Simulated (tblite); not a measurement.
C4H5F3O2 (charge +1 and doublet state).
Numbering: `[CH3:1][C:2](=[O+:3])[CH2:4][O:5][C:6]([F:7])([F:8])[F:9]` (hydrogens: H10, H11, H12 on C1; H13, H14 on C4)

Structure used (GFN2-xTB), in Å, numbered top down from 1:
```xyz
14
C4H5F3O2 angstrom
C      1.6566    0.6521    0.3502
C      1.2572   -0.5563   -0.3872
O      1.7935   -1.5733   -0.5912
C     -0.2485   -0.3707   -1.0515
O     -1.0378    0.5291   -0.4105
C     -1.8414    0.0817    0.6214
F     -2.5809   -0.9423    0.2464
F     -2.5848    1.0687    1.0239
F     -1.0622   -0.3307    1.6272
H      2.7481    0.7260    0.2966
H      1.1832    1.5642   -0.0089
H      1.3756    0.5100    1.4019
H     -0.6581   -1.3895   -1.0957
H     -0.0011    0.0305   -2.0447
```

Calculated harmonic vibrations of the isolated species, GFN2-xTB (tblite), most abundant isotopes, no scaling. Against measured fundamentals such values can be off by several per cent, at times by over 20. One conformer, not necessarily the lowest. Open shells enter through the occupations alone, without spin polarisation, and single modes of such species can be off by tens of per cent.

Harmonic wavenumbers (cm⁻¹): 35.6, 42.6, 85.5, 126.8, 227.1, 233.5, 334.3, 392.2, 431.1, 451.2, 488.0, 539.1, 547.9, 578.5, 604.8, 806.6, 865.5, 928.5, 960.5, 1000.1, 1013.0, 1091.9, 1166.5, 1172.8, 1212.2, 1227.2, 1285.4, 1326.7, 1357.0, 1362.9, 1889.6, 2890.6, 2913.6, 2934.9, 2961.2, 3040.8.

A = 3175, B = 1032, C = 960.6 MHz; mass 142.024 u (most abundant isotopes); point group C1, symmetry number 1; spin multiplicity 2.

Problem. What is the zero-point energy?

Solution. Half the sum of the wavenumbers: 19263 cm⁻¹ = 230.44 kJ/mol.

Problem. Give the ideal-gas entropy at 298.15 K and 1 bar in the rigid-rotor, harmonic-oscillator model (classical rotation).

Solution. Translation 170.67, rotation 121.40, vibration 120.73, spin (R ln 2) 5.76: S = 418.6 J/(mol K).

Problem. And Cp and H(298.15 K) − H(0)?

Solution. Cp = 148.17 J/(mol K), of which vibrations give 114.92 (their classical limit is 36 R = 299.3); H(298.15 K) − H(0) = 27.82 kJ/mol without the zero-point energy, 17.90 from vibrations.

Problem. Which modes carry the vibrational entropy at 298.15 K?

Solution. 35.6 cm⁻¹: 22.97; 42.6 cm⁻¹: 21.48; 85.5 cm⁻¹: 15.73; 126.8 cm⁻¹: 12.53; 227.1 cm⁻¹: 7.96; 233.5 cm⁻¹: 7.75 J/(mol K); the other 30 give 32.32 together.

Problem. How do the functions run with temperature in this model?

Solution. 
```csv
T (K),S (J/(mol K)),Cp (J/(mol K)),H − H(0) (kJ/mol),G − H(0) (kJ/mol),ln q(vib)
150,337.1,94.0,9.79,-40.77,3.62
250,394.0,131.4,21.08,-77.41,6.12
400,466.7,179.7,44.57,-142.10,9.73
600,548.6,224.0,85.29,-243.87,14.27
900,647.5,262.5,158.84,-423.90,20.41
```

q(vib) and H(0) count from the zero-point level.

Problem. What must be added to the electronic energy to get the Gibbs energy at 298.15 K and 1 bar?

Solution. ZPE + [H(298.15 K) − H(0)] − T·S = 230.44 + 27.82 − 124.79 = 133.47 kJ/mol.

Hindered rotation and anharmonicity are outside this model. Other conformers, if any are populated, would add a mixing term that is left out. The structure is chiral; the term R ln 2 for an equal mix with its mirror image is left out.
